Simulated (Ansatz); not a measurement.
Calculated with Ansatz (gas phase, PBE0-D4/def2-TZVP geometries, no zero-point term in ΔE). CCSD(T)/CBS adds triple-zeta CCSD(T) − MP2 to the extrapolated MP2 energy (def2 sets, frozen cores). This one scheme is used for every species. DFT in def2-TZVPP. Each species was taken in one conformer, which may not be the lowest.

`CO[CH2][AlH][F]` + `N[SiH2]N` → `N[SiH2][NH][AlH][F]` + `COC`  (ligand exchange at the Al–C bond)

| level | ΔE (kJ/mol) |
| --- | --- |
| PBE | -114.9 |
| PBE0 | -121.0 |

Problem. What does CCSD(T)/CBS give? (Estimate.)

Solution. Ansatz gave: -129.0 kJ/mol. The listed levels differ from it by 14.1, 8.0 kJ/mol.

Largest T1 diagnostic among the species: 0.012.

From PBE to PBE0 (25 % exact exchange), in def2-TZVPP and without D4, ΔE moves by −6.1 kJ/mol. In def2-TZVPP, CCSD(T) changes the Hartree–Fock value by +10.2 kJ/mol (the triples alone add +1.3 kJ/mol) and MP2 by +7.3 kJ/mol.
